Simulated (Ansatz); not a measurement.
Calculated with Ansatz (gas phase, PBE0-D4/def2-TZVP geometries, no zero-point term in ΔE). CCSD(T)/CBS adds triple-zeta CCSD(T) − MP2 to the extrapolated MP2 energy (def2 sets, frozen cores). This one scheme is used for every species. DFT in def2-TZVPP. B3LYP here is the variant with VWN-RPA as its local correlation; programs differ in this. One conformer a species, not always the lowest.

Reaction (cleavage of the Si–B bond): `OB(F)[SiH3]` + `[CH3][Al]([OH])[SiH3]` → `[CH3][Al]([SiH3])[O][SiH3]` + `OBF`

`OB(F)[SiH3]`:

Z-matrix (Å, degrees):
```
Si
B 1 2.039
H 1 1.487 2 110.6
H 1 1.487 2 110.6 3 -120.2
H 1 1.491 2 110.3 3 119.9
F 2 1.329 1 119.2 3 60.1
O 2 1.349 1 125.2 3 -120.0
H 7 0.959 2 113.8 1 0.0
```

`[CH3][Al]([OH])[SiH3]`:

```xyz
11

C     0.841    1.844    0.083
Al    0.185    0.125   -0.541
O     0.399   -0.233   -2.191
Si   -0.924   -1.539    0.895
H     1.308    2.413   -0.725
H     1.578    1.719    0.883
H     0.029    2.449    0.499
H     0.109   -1.053   -2.587
H    -0.054   -1.945    2.037
H    -2.181   -0.997    1.490
H    -1.290   -2.783    0.158
```

`[CH3][Al]([SiH3])[O][SiH3]`:

Z-matrix (Å, degrees):
```
C
Al 1 1.943
H 1 1.095 2 110.6
H 1 1.092 2 112.2 3 -120.5
H 1 1.095 2 111.2 3 118.0
Si 2 2.455 1 125.6 3 -66.6
O 2 1.692 1 118.8 3 113.4
H 6 1.493 2 110.8 1 -111.2
H 6 1.492 2 111.4 1 129.8
H 6 1.491 2 112.7 1 8.9
Si 7 1.624 2 160.4 1 179.3
H 11 1.487 7 110.0 2 -122.9
H 11 1.487 7 110.0 2 117.3
H 11 1.489 7 111.0 2 -2.8
```

`OBF`:

Cartesian coordinates in Å:
```
O 0.836 0.351 -0.432
B -0.405 0.076 0.004
F -0.609 -0.918 0.868
H 1.510 -0.229 -0.060
H -1.331 0.720 -0.380
```

CCSD(T)/CBS gives -32.3 kcal/mol.

**Question.** Another level gave -31.9 kcal/mol. Which?
A. PBE0/def2-TZVPP
B. BLYP-D4/def2-TZVPP
C. LDA (SPW92)/def2-TZVPP
D. B3LYP/def2-TZVPP

**Answer.** D. B3LYP -31.9, BLYP-D4 -30.6, LDA (SPW92) -25.5, PBE0 -28.3 kcal/mol.

Largest T1 diagnostic among the species: 0.014.

From r2SCAN to r2SCAN0 (25 % exact exchange), in def2-TZVPP and without D4, ΔE moves by −1.4 kcal/mol. In def2-TZVPP, CCSD(T) changes the Hartree–Fock value by +7.0 kcal/mol (the triples alone add +1.0 kcal/mol) and MP2 by +5.0 kcal/mol. Leaving LDA and LC-ωPBE aside and taking each functional with its dispersion term where it has one, the values, not all of them listed here, spread over 9.9 kcal/mol, from BHLYP-D4 to PBE-D4.
